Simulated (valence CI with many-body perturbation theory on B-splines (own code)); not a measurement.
## Missing levels of Dy LIV

Level of theory: relativistic CI+MBPT: three valence electrons over a frozen Dirac-Fock core [Ne], radial functions for each j: 11 s, 11 p, 10 d, 8 f, 5 g, 2 h, with the one-electron correlation potential Σ1, the two-electron term Σ2, the three-electron term Σ3, Breit, model QED; selected CI, second order for the rest, scaled by the run's own slope (own B-spline code, finite nucleus).

The last digits are not significant, and no measured levels were compared; by estimate large intervals hold to a few tenths of a per cent, small ones and those within an open d or f shell to about a per cent.

| Level | E (eV) |
| --- | --- |
| (3s^2 3p1/2) J=1/2 | 0.00 |
| (3s 3p1/2^2) J=1/2 | 139.30 |
| (3s^2 3p3/2) J=3/2 | 211.43 |
| (3s 3p1/2 3p3/2) J=3/2 [a] | ? |
| (3s 3p1/2 3p3/2) J=5/2 | 340.84 |
| (3s 3p1/2 3p3/2) J=3/2 [b] | 359.97 |
| (3s 3p1/2 3p3/2) J=1/2 | ? |
| (3s^2 3d3/2) J=3/2 | ? |
| (3s^2 3d5/2) J=5/2 | ? |
| (3p1/2^2 3p3/2) J=3/2 | 498.23 |
| (3s 3p1/2 3d3/2) J=3/2 [a] | 511.87 |
| (3s 3p1/2 3d3/2) J=5/2 | ? |
| (3s 3p1/2 3d3/2) J=1/2 | 545.64 |
| (3s 3p3/2^2) J=5/2 | 549.09 |
| (3s 3p1/2 3d3/2) J=3/2 [b] | 549.78 |
| (3s 3p1/2 3d5/2) J=5/2 [a] | 571.77 |
| (3s 3p3/2^2) J=1/2 | 580.41 |
| (3s 3p1/2 3d5/2) J=7/2 | 582.77 |
| (3s 3p3/2^2) J=3/2 | 586.32 |
| (3s 3p1/2 3d5/2) J=5/2 [b] | ? |

Levels are named by their leading jj configuration (3d3/2^4 stands for four electrons in 3d with j = 3/2), which in mixed levels can hold well under half, so a name can repeat and another be missing. Letters in brackets count levels of one name in rising energy.

Question: The levels stand in rising order. What does the calculation give for the missing energies?

Answer: (3s 3p1/2 3p3/2) J=3/2 [a] 325.53; (3s 3p1/2 3p3/2) J=1/2 368.61; (3s^2 3d3/2) J=3/2 412.81; (3s^2 3d5/2) J=5/2 453.48; (3s 3p1/2 3d3/2) J=5/2 523.04; (3s 3p1/2 3d5/2) J=5/2 [b] 592.16.
